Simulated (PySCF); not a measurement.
CH6AlFSi, singlet, at a GFN2-xTB geometry (such geometries of metal compounds can be far from the true shape); PySCF with BHANDHLYP/6-31G, TDA.

Here is a job for PySCF.
```python
from pyscf import gto, scf, dft, tdscf

mol = gto.M(
    atom='''
Al    0.26732411   -0.30279290    0.27170373
F     1.74960883   -0.75942407   -0.32949062
C    -0.10316432   -1.13498514    2.04665876
H    -0.04946228   -2.22891366    1.97582578
H    -1.07026701   -0.89038038    2.49369233
H     0.66738729   -0.85071915    2.77460206
Si   -1.01015509    1.20206464   -1.12204643
H    -2.35838260    1.47353940   -0.58119074
H    -1.24633170    0.71001269   -2.49674419
H    -0.40347948    2.53859149   -1.30422088
''',
    basis='6-31g',
    verbose=4,
)

mf = dft.RKS(mol)
mf.xc = 'bhandhlyp'
mf.kernel()
td = mf.TDA()
td.nstates = 5
td.kernel()
td.analyze()
```

Q: Predict the main parts of the log of this PySCF run.

A: 
```
PySCF version 2.14.0

[INPUT] verbose = 4
[INPUT] num. atoms = 10
[INPUT] num. electrons = 48
[INPUT] charge = 0
[INPUT] spin (= nelec alpha-beta = 2S) = 0
[INPUT] symmetry False subgroup None
[INPUT] Mole.unit = angstrom
[INPUT] Symbol           X                Y                Z      unit          X                Y                Z       unit  Magmom
[INPUT]  1 Al     0.267324110000  -0.302792900000   0.271703730000 AA    0.505169354393  -0.572195653463   0.513445636723 Bohr   0.0
[INPUT]  2 F      1.749608830000  -0.759424070000  -0.329490620000 AA    3.306281513821  -1.435103504703  -0.622647032413 Bohr   0.0
[INPUT]  3 C     -0.103164320000  -1.134985140000   2.046658760000 AA   -0.194952310627  -2.144811070051   3.867624526842 Bohr   0.0
[INPUT]  4 H     -0.049462280000  -2.228913660000   1.975825780000 AA   -0.093470162697  -4.212036372702   3.733769594055 Bohr   0.0
[INPUT]  5 H     -1.070267010000  -0.890380380000   2.493692330000 AA   -2.022511529057  -1.682575064886   4.712395542629 Bohr   0.0
[INPUT]  6 H      0.667387290000  -0.850719150000   2.774602060000 AA    1.261179197116  -1.607626202423   5.243237998054 Bohr   0.0
[INPUT]  7 Si    -1.010155090000   1.202064640000  -1.122046430000 AA   -1.908916463435   2.271572953624  -2.120360451746 Bohr   0.0
[INPUT]  8 H     -2.358382600000   1.473539400000  -0.581190740000 AA   -4.456697210940   2.784585899756  -1.098291324733 Bohr   0.0
[INPUT]  9 H     -1.246331700000   0.710012690000  -2.496744190000 AA   -2.355225573364   1.341729529066  -4.718162722199 Bohr   0.0
[INPUT] 10 H     -0.403479480000   2.538591490000  -1.304220880000 AA   -0.762465714082   4.797242658252  -2.464620269139 Bohr   0.0

nuclear repulsion = 192.112446357236
number of shells = 36
number of NR pGTOs = 160
number of NR cGTOs = 56
basis = 6-31g
ecp = {}

******** <class 'pyscf.dft.rks.RKS'> ********
method = RKS
initial guess = minao
damping factor = 0
level_shift factor = 0
DIIS = <class 'pyscf.scf.diis.CDIIS'>
diis_start_cycle = 1
diis_space = 8
diis_damp = 0
SCF conv_tol = 1e-09
SCF conv_tol_grad = None
SCF max_cycles = 50
direct_scf = True
direct_scf_tol = 1e-13
XC library pyscf.dft.libxc version 7.1.2
    S. Lehtola, C. Steigemann, M. J. T. Oliveira, and M. A. L. Marques,  SoftwareX 7, 1–5 (2018)
XC functionals = bhandhlyp
    A. D. Becke,  J. Chem. Phys. 98, 1372 (1993)
    Defined through Gaussian implementation.
radial grids:
    Treutler-Ahlrichs [JCP 102, 346 (1995); DOI:10.1063/1.469408] (M4) radial grids

becke partition: Becke, JCP 88, 2547 (1988); DOI:10.1063/1.454033
pruning grids: <function nwchem_prune>
grids dens level: 3
symmetrized grids: False
atomic radii adjust function: <function treutler_atomic_radii_adjust>
small_rho_cutoff = 0
Set gradient conv threshold to 3.16228e-05
Initial guess from minao.
tot grids = 125592
init E= -673.225107282807
  HOMO = -0.291260691756786  LUMO = -0.0441674296838375  gap/eV = 6.72375
cycle= 1 E= -673.291053519827  delta_E= -0.0659  |g|= 0.639  |ddm|= 2.49
  HOMO = -0.282609756116046  LUMO = -0.0274428811007434  gap/eV = 6.94344
cycle= 2 E= -673.260170065807  delta_E= 0.0309  |g|= 0.817  |ddm|= 1.43
  HOMO = -0.327228587978221  LUMO = -0.0296474239774902  gap/eV = 8.09760
cycle= 3 E= -673.374035498172  delta_E= -0.114  |g|= 0.0484  |ddm|= 0.799
  HOMO = -0.329215426778323  LUMO = -0.025631758956395  gap/eV = 8.26093
cycle= 4 E= -673.374535289617  delta_E= -0.0005  |g|= 0.0247  |ddm|= 0.0693
  HOMO = -0.327202704959129  LUMO = -0.0246286411876164  gap/eV = 8.23346
cycle= 5 E= -673.374703924998  delta_E= -0.000169  |g|= 0.00123  |ddm|= 0.0258
  HOMO = -0.32774902139304  LUMO = -0.0251400602894452  gap/eV = 8.23441
cycle= 6 E= -673.374704888497  delta_E= -9.63e-07  |g|= 0.000287  |ddm|= 0.0042
  HOMO = -0.327659594428583  LUMO = -0.0250558479707581  gap/eV = 8.23427
cycle= 7 E= -673.374704936288  delta_E= -4.78e-08  |g|= 6.66e-05  |ddm|= 0.000766
  HOMO = -0.327672356686512  LUMO = -0.0250600368513565  gap/eV = 8.23450
cycle= 8 E= -673.374704938325  delta_E= -2.04e-09  |g|= 1.52e-05  |ddm|= 0.000147
  HOMO = -0.327670283364695  LUMO = -0.0250602854563924  gap/eV = 8.23444
cycle= 9 E= -673.374704938449  delta_E= -1.24e-10  |g|= 3.28e-06  |ddm|= 3.43e-05
  HOMO = -0.327670157992499  LUMO = -0.0250600370862799  gap/eV = 8.23444
Extra cycle  E= -673.374704938452  delta_E= -2.96e-12  |g|= 2.83e-06  |ddm|= 7.31e-06
converged SCF energy = -673.374704938452

******** <class 'pyscf.tdscf.rks.TDA'> for <class 'pyscf.dft.rks.RKS'> ********
nstates = 5 singlet
deg_eia_thresh = 1.000e-03
wfnsym = None
conv_tol = 1e-05
eigh lindep = 1e-12
eigh level_shift = 0
eigh max_cycle = 100

Excitation energies (eV)
[5.39247354 7.5177275  7.61630713 7.66966743 8.15031627]

** Singlet excitation energies and oscillator strengths **
Excited State   1:      5.39247 eV    229.92 nm  f=0.0120
      24 -> 25        0.69925
Excited State   2:      7.51773 eV    164.92 nm  f=0.3363
      22 -> 25        0.15346
      24 -> 26       -0.47791
      24 -> 27        0.47516
Excited State   3:      7.61631 eV    162.79 nm  f=0.4250
      23 -> 25       -0.10687
      24 -> 26       -0.47308
      24 -> 27       -0.48826
Excited State   4:      7.66967 eV    161.66 nm  f=0.0681
      21 -> 25        0.18974
      23 -> 25       -0.65708
      24 -> 27        0.10004
Excited State   5:      8.15032 eV    152.12 nm  f=0.0695
      21 -> 25       -0.65123
      23 -> 25       -0.19715

** Transition electric dipole moments (AU) **
state          X           Y           Z        Dip. S.      Osc.
  1         0.1271      0.2356      0.1378      0.0906      0.0120
  2        -0.0481      0.6773     -1.1684      1.8262      0.3363
  3        -0.6178      0.9871     -0.9600      2.2777      0.4250
  4         0.3645      0.3214      0.3550      0.3622      0.0681
  5        -0.2082     -0.4074     -0.3726      0.3481      0.0695

** Transition velocity dipole moments (imaginary part, AU) **
state          X           Y           Z        Dip. S.      Osc.
  1         0.0060      0.0119      0.0063      0.0002      0.0007
  2        -0.0467      0.1651     -0.2462      0.0901      0.2173
  3        -0.1324      0.2368     -0.2677      0.1452      0.3460
  4         0.0485      0.0185      0.0585      0.0061      0.0145
  5        -0.0269     -0.0494     -0.0557      0.0063      0.0140

** Transition magnetic dipole moments (imaginary part, AU) **
state          X           Y           Z
  1        -0.8147      0.2540      0.3213
  2         0.1468      0.2532      0.1542
  3        -0.1517     -0.3967     -0.2189
  4         0.3310     -0.1130      0.1292
  5        -0.2116      0.5176     -0.5127
```
